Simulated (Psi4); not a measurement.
C3H4, charge +1, doublet, at a GFN2-xTB geometry (a state made from the parent by changing its charge; the spin is typed, not shown lowest); M06-2X/def2-SVP run with Psi4.

Psi4 was given this input:
```
memory 2 GB

molecule mol {
1 2
  C     1.298426   -0.000350   -0.000139
  C    -0.000000   -0.000000   -0.000000
  C    -1.298426    0.000350    0.000139
  H     1.890776   -0.734607   -0.542867
  H     1.891288    0.733588    0.542461
  H    -1.890815    0.888706   -0.210728
  H    -1.891249   -0.887687    0.211134
}

set basis def2-svp
set reference uks
set damping_percentage 20

energy('m06-2x')
print_variables()
```

The log (banner, timings and long lists left out):

```
   => Loading Basis Set <=

    Name: DEF2-SVP
    Role: ORBITAL
    Keyword: BASIS

         ---------------------------------------------------------
                                   SCF
               by Justin Turney, Rob Parrish, Andy Simmonett
                          and Daniel G. A. Smith
                              UKS Reference
         ---------------------------------------------------------

  ==> Geometry <==

    Molecular point group: c1
    Full point group: C1

    Geometry (in Angstrom), charge = 1, multiplicity = 2:

       Center              X                  Y                   Z               Mass
    ------------   -----------------  -----------------  -----------------  -----------------
         C            1.298426000000    -0.000350000000    -0.000139000000    12.000000000000
         C           -0.000000000000     0.000000000000     0.000000000000    12.000000000000
         C           -1.298426000000     0.000350000000     0.000139000000    12.000000000000
         H            1.890776000000    -0.734607000000    -0.542867000000     1.007825032230
         H            1.891288000000     0.733588000000     0.542461000000     1.007825032230
         H           -1.890815000000     0.888706000000    -0.210728000000     1.007825032230
         H           -1.891249000000    -0.887687000000     0.211134000000     1.007825032230

  Running in c1 symmetry.

  Rotational constants: A =      5.01772  B =      0.30388  C =      0.29246 [cm^-1]
  Rotational constants: A = 150427.35181  B =   9110.18517  C =   8767.68136 [MHz]
  Nuclear repulsion =   59.335343034779228

  Charge       = 1
  Multiplicity = 2
  Electrons    = 21
  Nalpha       = 11
  Nbeta        = 10

  ==> Algorithm <==

  SCF Algorithm Type is DF.
  DIIS enabled.
  MOM disabled.
  Fractional occupation disabled.
  Guess Type is SAD.
  Energy threshold   = 1.00e-06
  Density threshold  = 1.00e-06
  Integral threshold = 1.00e-12

  ==> Primary Basis <==

  Basis Set: DEF2-SVP
    Blend: DEF2-SVP
    Number of shells: 30
    Number of basis functions: 62
    Number of Cartesian functions: 65
    Spherical Harmonics?: true
    Max angular momentum: 2

  ==> DFT Potential <==

   => LibXC <=

    Version 7.1.2
    S. Lehtola, C. Steigemann, M. J. T. Oliveira, and M. A. L. Marques,  SoftwareX 7, 1–5 (2018) (10.1016/j.softx.2017.11.002)

   => Composite Functional: M06-2X <=

    Hybrid M06-2X Meta-GGA XC Functional  (10.1007/s00214-007-0310-x)
    Y. Zhao and D. G. Truhlar,  Theor. Chem. Acc., 120, 215, 2008

    Deriv               =              1
    GGA                 =           TRUE
    Meta                =           TRUE

    Exchange Hybrid     =           TRUE
    MP2 Hybrid          =          FALSE

   => Exchange Functionals <=

    1.0000   XC_HYB_MGGA_X_M06_2X

   => Exact (HF) Exchange <=

    0.5400               HF

   => Correlation Functionals <=

    1.0000   XC_MGGA_C_M06_2X

   => LibXC Density Thresholds  <==

    XC_MGGA_C_M06_2X:  1.00E-12
    XC_HYB_MGGA_X_M06_2X:  1.00E-15

   => Molecular Quadrature <=

    Radial Scheme          =       TREUTLER
    Pruning Scheme         =           NONE
    Nuclear Scheme         =       TREUTLER

    Blocking Scheme        =         OCTREE
    BS radius alpha        =              1
    Pruning alpha          =              1
    Radial Points          =             75
    Spherical Points       =            302
    Total Points           =         151566
    Total Blocks           =           1159
    Max Points             =            256
    Max Functions          =             62
    Weights Tolerance      =       1.00E-15

   => Loading Basis Set <=

    Name: (DEF2-SVP AUX)
    Role: JKFIT
    Keyword: DF_BASIS_SCF

  ==> Integral Setup <==

  SCF_SUBTYPE=INCORE selected. In-core MEM_DF algorithm will be used.
  Using in-core AOs.

  ==> MemDFJK: Density-Fitted J/K Matrices <==

    J tasked:                   Yes
    K tasked:                   Yes
[...]

   @DF-UKS iter SAD:  -115.89950303524998   -1.15900e+02   0.00000e+00
   @DF-UKS iter   1:  -116.09458197788997   -1.95079e-01   4.81461e-03 ADIIS/DIIS
   @DF-UKS iter   2:  -116.13284875748862   -3.82668e-02   2.85866e-03 ADIIS/DIIS/DAMP=20%
   @DF-UKS iter   3:  -116.04872071549127    8.41280e-02   4.19076e-04 ADIIS/DIIS/DAMP=20%
   @DF-UKS iter   4:  -116.12957330480762   -8.08526e-02   4.66172e-04 ADIIS/DIIS/DAMP=20%
   @DF-UKS iter   5:  -116.14974300936984   -2.01697e-02   1.96498e-04 ADIIS/DIIS/DAMP=20%
   @DF-UKS iter   6:  -116.14123261186570    8.51040e-03   5.08444e-05 DIIS/DAMP=20%
   @DF-UKS iter   7:  -116.15158438093388   -1.03518e-02   2.84334e-05 DIIS/DAMP=20%
   @DF-UKS iter   8:  -116.14958438392286    2.00000e-03   7.59687e-06 DIIS/DAMP=20%
   @DF-UKS iter   9:  -116.15003500327759   -4.50619e-04   5.07713e-06 DIIS/DAMP=20%
   @DF-UKS iter  10:  -116.14992490445681    1.10099e-04   1.64233e-06 DIIS/DAMP=20%
   @DF-UKS iter  11:  -116.14995777245002   -3.28680e-05   4.84977e-07 DIIS/DAMP=20%
   @DF-UKS iter  12:  -116.14998890860063   -3.11362e-05   1.92601e-07 DIIS/DAMP=20%
   @DF-UKS iter  13:  -116.14999404148629   -5.13289e-06   2.42023e-07 DIIS/DAMP=20%
   @DF-UKS iter  14:  -116.14999502756308   -9.86077e-07   2.01314e-07 DIIS/DAMP=20%
  Energy and wave function converged.

  ==> Post-Iterations <==

   Electrons on quadrature grid:
      Nalpha   =   10.9999985977 ; deviation = -1.402e-06
      Nbeta    =    9.9999993474 ; deviation = -6.526e-07
      Ntotal   =   20.9999979451 ; deviation = -2.055e-06

   @Spin Contamination Metric:   1.068301730E-02
   @S^2 Expected:                7.500000000E-01
   @S^2 Observed:                7.606830173E-01
   @S   Expected:                5.000000000E-01
   @S   Observed:                5.000000000E-01

    Orbital Energies [Eh]
    ---------------------

    Alpha Occupied:

[...]
    Alpha Virtual:

[...]
    Beta Occupied:

[...]
      10A     -0.628051

    Beta Virtual:

[...]
      62A      3.082927

    Final Occupation by Irrep:
              A
    DOCC [    10 ]
    SOCC [     1 ]
    NA   [    11 ]
    NB   [    10 ]

  @DF-UKS Final Energy:  -116.14999502756308

   => Energetics <=

    Nuclear Repulsion Energy =             59.3353430347792283
    One-Electron Energy =                -266.1461774299536387
    Two-Electron Energy =                  98.9859990808370611
    DFT Exchange-Correlation Energy =      -8.3251597132257160
    Empirical Dispersion Energy =           0.0000000000000000
    VV10 Nonlocal Energy =                  0.0000000000000000
    Total Energy =                       -116.1499950275630795

  UHF NO Occupations:
  HONO-2 :    9  A 1.9991566
  HONO-1 :   10  A 1.9957612
  HONO-0 :   11  A 1.0000000
  LUNO+0 :   12  A 0.0042388
  LUNO+1 :   13  A 0.0008434
  LUNO+2 :   14  A 0.0000899
  LUNO+3 :   15  A 0.0000801

Computation Completed

Properties will be evaluated at   0.000000,   0.000000,   0.000000 [a0]

Properties computed using the SCF density matrix

 Multipole Moments:

 ------------------------------------------------------------------------------------
     Multipole            Electronic (a.u.)      Nuclear  (a.u.)        Total (a.u.)
 ------------------------------------------------------------------------------------

 L = 1.  Multiply by 2.5417464519 to convert [e a0] to [Debye]
 Dipole X            :         -0.0000017            0.0000000           -0.0000017
 Dipole Y            :         -0.0000001            0.0000000           -0.0000001
 Dipole Z            :          0.0000000            0.0000000            0.0000000
 Magnitude           :                                                    0.0000017

 ------------------------------------------------------------------------------------

  Variable Map:
  ----------------------------------------------------------------------------
[...]
  Array Variable Map:
  ----------------------------------------------------------------------------
[...]
[...]
```
